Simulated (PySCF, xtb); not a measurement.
Si(F)(Cl)(OH)2 (ClFH2O2Si), SMILES F[Si](O)(O)Cl.

GFN2-xTB (xtb) at its own geometry gives an orbital gap of 8.68 eV and a dipole moment of 2.72 D.

The structure is a stationary point at r2SCAN-D4/def2-SVP. Other conformers were not sampled.

Task: What does PySCF with PBE0/def2-TZVP give? (The exact figures need the calculation; the answer reports its results.)

Result: gap 9.65 eV (levels -9.50 and 0.14 eV), dipole 2.19 D.
